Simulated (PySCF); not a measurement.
**Spinor energies of Mn²⁺ (manganese, charge +2)**

Start: [Ar] 3d5; 3d5/2 filled at m_j = -3/2, -1/2, +1/2, +3/2, +5/2. Calculated with PySCF 2.14 in x2c-TZVPall-2c: generalised Hartree-Fock with the X2C-1e Hamiltonian and a Gaussian nucleus; one run each with spin-orbit coupling (SO) switched off, then screened by Boettger's factors. This is a chosen level, not necessarily the ground level.

```json
{"spinor shell": "1s1/2", "electrons": "2", "ε, spin-free (eV)": "-6616.3", "ε, screened SO (eV)": "-6616.2", "weight of nominal j (screened SO)": "1.000", "rms radius, screened SO (bohr)": "0.0703"}
{"spinor shell": "2s1/2", "electrons": "2", "ε, spin-free (eV)": "-820.97", "ε, screened SO (eV)": "-820.96", "weight of nominal j (screened SO)": "1.000", "rms radius, screened SO (bohr)": "0.302"}
{"spinor shell": "2p1/2", "electrons": "2", "ε, spin-free (eV)": "-694.64", "ε, screened SO (eV)": "-702.11", "weight of nominal j (screened SO)": "0.977", "rms radius, screened SO (bohr)": "0.271"}
{"spinor shell": "3s1/2", "electrons": "2", "ε, spin-free (eV)": "-123.08", "ε, screened SO (eV)": "-123.08", "weight of nominal j (screened SO)": "1.000", "rms radius, screened SO (bohr)": "0.917"}
{"spinor shell": "3p1/2", "electrons": "2", "ε, spin-free (eV)": "-85.422", "ε, screened SO (eV)": "-85.884", "weight of nominal j (screened SO)": "0.664", "rms radius, screened SO (bohr)": "0.983"}
{"spinor shell": "3p3/2", "electrons": "4", "ε, spin-free (eV)": "-85.422", "ε, screened SO (eV)": "-85.200", "weight of nominal j (screened SO)": "0.832", "rms radius, screened SO (bohr)": "0.988"}
{"spinor shell": "3d5/2", "electrons": "5", "ε, spin-free (eV)": "-34.818", "ε, screened SO (eV)": "-34.817", "weight of nominal j (screened SO)": "0.593", "rms radius, screened SO (bohr)": "1.24"}
```

(1) Where does 2p3/2 lie, and what is the 2p spin-orbit splitting (screened SO)?

```csv
quantity,spin-free,screened SO
E (hartree),-1156.59887,-1156.61422
M_J,5/2,5/2
⟨J²⟩,8.751,8.751
⟨L²⟩,0.000,0.002
⟨S²⟩,8.751,8.749
```

Each row is a mean over spinors that exchange with the open shell spreads, by up to 14.159 eV (3p3/2).

Rows whose weight is well below 1 are mixtures of j = l ± 1/2: exchange outweighs spin-orbit coupling there, and the label is only the starting occupation.

Without spin-orbit coupling the j labels of p, d and f shells carry no meaning; the spin-free column gives the mean over the occupied spinors of each nl shell.

Answers

(1) At -690.98 eV, 11.124 eV above 2p1/2.
